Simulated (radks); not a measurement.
The numbers below are computed, except where a source is named.
Problem. The selenium ion Se+, [Ar] 3d10 4s2 4p3. Level of theory: non-relativistic Kohn-Sham, PBE, spin-polarised, spherical densities, point nucleus (a radial shooting solver on a logarithmic mesh with Libxc functionals). Every spin shell is full or empty, so the densities are truly spherical. Functionals are evaluated on that one density, not self-consistently. Rank these exchange functionals by their error against the exact value of the orbitals, and give that value: LDA, PBE, PBEsol, RPBE, PW91, WC, G96, revTPSS, SCAN, r2SCAN, TASK.

Solution. Exact: -85.2109 hartree. From best to worst, with 100 (|E| - |E exact|)/|E exact| (equal figures are ties): r2SCAN +0.04, RPBE -0.06, PW91 +0.10, SCAN +0.30, PBE -0.34, G96 +0.40, revTPSS -0.72, WC -0.92, TASK -2.43, PBEsol -2.50, LDA -5.59.
